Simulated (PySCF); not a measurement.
Species: C5H3F3S2.
SMILES with atom numbers: `[F:1][C:2]([F:3])([F:4])[S:5][c:6]1[cH:7][cH:8][s:9][cH:10]1` (hydrogens: H11 on C7; H12 on C8; H13 on C10)

The same species was optimised twice, with GFN2-xTB and with PBE0-D3(BJ)/def2-SVP (PySCF), and the same property calculations (PySCF, gas phase) were run on both structures.

```json
{"coordinate": "C6–C10 (Å)", "GFN2-xTB": "1.362", "PBE0-D3(BJ)/def2-SVP": "1.375", "change": "+0.013"}
{"coordinate": "C7–C8 (Å)", "GFN2-xTB": "1.354", "PBE0-D3(BJ)/def2-SVP": "1.367", "change": "+0.013"}
{"coordinate": "S5–C6 (Å)", "GFN2-xTB": "1.777", "PBE0-D3(BJ)/def2-SVP": "1.764", "change": "-0.013"}
{"coordinate": "C6–C7 (Å)", "GFN2-xTB": "1.416", "PBE0-D3(BJ)/def2-SVP": "1.428", "change": "+0.012"}
{"coordinate": "C2–S5 (Å)", "GFN2-xTB": "1.828", "PBE0-D3(BJ)/def2-SVP": "1.818", "change": "-0.010"}
{"coordinate": "C2–F4 (Å)", "GFN2-xTB": "1.336", "PBE0-D3(BJ)/def2-SVP": "1.328", "change": "-0.008"}
{"coordinate": "C2–F3 (Å)", "GFN2-xTB": "1.335", "PBE0-D3(BJ)/def2-SVP": "1.330", "change": "-0.005"}
{"coordinate": "C8–S9 (Å)", "GFN2-xTB": "1.722", "PBE0-D3(BJ)/def2-SVP": "1.720", "change": "-0.002"}
{"coordinate": "F1–C2 (Å)", "GFN2-xTB": "1.327", "PBE0-D3(BJ)/def2-SVP": "1.328", "change": "+0.001"}
{"coordinate": "S9–C10 (Å)", "GFN2-xTB": "1.710", "PBE0-D3(BJ)/def2-SVP": "1.709", "change": "-0.001"}
{"coordinate": "F1–C2–S5 (°)", "GFN2-xTB": "110.6", "PBE0-D3(BJ)/def2-SVP": "107.7", "change": "-2.9"}
{"coordinate": "C2–S5–C6 (°)", "GFN2-xTB": "95.9", "PBE0-D3(BJ)/def2-SVP": "98.2", "change": "+2.3"}
{"coordinate": "C8–S9–C10 (°)", "GFN2-xTB": "91.4", "PBE0-D3(BJ)/def2-SVP": "92.2", "change": "+0.8"}
{"coordinate": "S5–C6–C7 (°)", "GFN2-xTB": "123.5", "PBE0-D3(BJ)/def2-SVP": "124.3", "change": "+0.8"}
{"coordinate": "F1–C2–F4 (°)", "GFN2-xTB": "107.8", "PBE0-D3(BJ)/def2-SVP": "108.5", "change": "+0.7"}
{"coordinate": "F4–C2–S5 (°)", "GFN2-xTB": "111.7", "PBE0-D3(BJ)/def2-SVP": "112.4", "change": "+0.7"}
{"coordinate": "F1–C2–F3 (°)", "GFN2-xTB": "107.8", "PBE0-D3(BJ)/def2-SVP": "108.4", "change": "+0.6"}
{"coordinate": "C7–C6–C10 (°)", "GFN2-xTB": "113.5", "PBE0-D3(BJ)/def2-SVP": "112.9", "change": "-0.6"}
{"coordinate": "F1–C2–S5–C6 (°)", "GFN2-xTB": "178", "PBE0-D3(BJ)/def2-SVP": "180", "change": "+2"}
{"coordinate": "C2–S5–C6–C7 (°)", "GFN2-xTB": "-91", "PBE0-D3(BJ)/def2-SVP": "-85", "change": "+6"}
```

Rotational constants: A = 2268, B = 581.1, C = 571.5 MHz (GFN2-xTB) against A = 2319, B = 563.2, C = 556.4 MHz (PBE0-D3(BJ)/def2-SVP). Point groups within 0.08 Å: C1 and C1.

On the GFN2-xTB structure: lowest triplet, Tamm–Dancoff (eV) 3.82 [CAM-B3LYP/def2-SVPD]; isotropic polarisability (au) 96.1 [CAM-B3LYP/def2-SVPD]; HOMO (eV) -8.78 [CAM-B3LYP/def2-SVPD]; LUMO (eV) -0.09 [CAM-B3LYP/def2-SVPD]; dipole (D) 2.32 [CAM-B3LYP/def2-SVPD]; HOMO (eV) -7.51 [PBE0/pcSseg-1]; LUMO (eV) -1.10 [PBE0/pcSseg-1]; dipole (D) 2.08 [PBE0/pcSseg-1]; GIAO shielding of F1/F3/F4 (mean) (ppm) 229.0 [PBE0/pcSseg-1]; GIAO shielding of C2 (ppm) 45.9 [PBE0/pcSseg-1]; GIAO shielding of S5 (ppm) 388.2 [PBE0/pcSseg-1]; GIAO shielding of C6 (ppm) 58.6 [PBE0/pcSseg-1]; GIAO shielding of C7 (ppm) 47.3 [PBE0/pcSseg-1]; GIAO shielding of C8 (ppm) 52.0 [PBE0/pcSseg-1]; GIAO shielding of S9 (ppm) 255.3 [PBE0/pcSseg-1]; GIAO shielding of C10 (ppm) 42.2 [PBE0/pcSseg-1].

Problem. What do these properties become on the PBE0-D3(BJ)/def2-SVP structure?

Solution. 
```
                                    property                level  on GFN2-xTB  on PBE0-D3(BJ)/def2-SVP  change
           lowest triplet, Tamm–Dancoff (eV)  CAM-B3LYP/def2-SVPD         3.82                     3.76   -0.06
               isotropic polarisability (au)  CAM-B3LYP/def2-SVPD         96.1                     97.0    +0.9
                                   HOMO (eV)  CAM-B3LYP/def2-SVPD        -8.78                    -8.75   +0.03
                                   LUMO (eV)  CAM-B3LYP/def2-SVPD        -0.09                    -0.10   -0.01
                                  dipole (D)  CAM-B3LYP/def2-SVPD         2.32                     2.36   +0.04
energy, GFN2-xTB geometry as zero (kcal/mol)  CAM-B3LYP/def2-SVPD          0.0                     -0.9    -0.9
                                   HOMO (eV)        PBE0/pcSseg-1        -7.51                    -7.48   +0.03
                                   LUMO (eV)        PBE0/pcSseg-1        -1.10                    -1.12   -0.02
                                  dipole (D)        PBE0/pcSseg-1         2.08                     2.13   +0.05
energy, GFN2-xTB geometry as zero (kcal/mol)        PBE0/pcSseg-1          0.0                     -0.7    -0.7
     GIAO shielding of F1/F3/F4 (mean) (ppm)        PBE0/pcSseg-1        229.0                    232.5    +3.5
                  GIAO shielding of C2 (ppm)        PBE0/pcSseg-1         45.9                     47.7    +1.8
                  GIAO shielding of S5 (ppm)        PBE0/pcSseg-1        388.2                    402.5   +14.3
                  GIAO shielding of C6 (ppm)        PBE0/pcSseg-1         58.6                     56.7    -1.9
                  GIAO shielding of C7 (ppm)        PBE0/pcSseg-1         47.3                     44.3    -3.0
                  GIAO shielding of C8 (ppm)        PBE0/pcSseg-1         52.0                     50.4    -1.6
                  GIAO shielding of S9 (ppm)        PBE0/pcSseg-1        255.3                    252.3    -3.0
                 GIAO shielding of C10 (ppm)        PBE0/pcSseg-1         42.2                     39.8    -2.4
```

The heavy atoms differ by 0.084 Å rms after alignment. Among bonds between heavy atoms S5–C6, C6–C7, C6–C10 and C7–C8 change most and about equally (-0.013 to +0.013 Å). Changes are differences of the printed values. Neither structure is proved a minimum here.

The values belong to the conformer `[F:1][C:2]([F:3])([F:4])[S:5][c:6]1[cH:7][cH:8][s:9][cH:10]1`: F1–C2–S5–C6 180°, C2–S5–C6–C7 -85°.
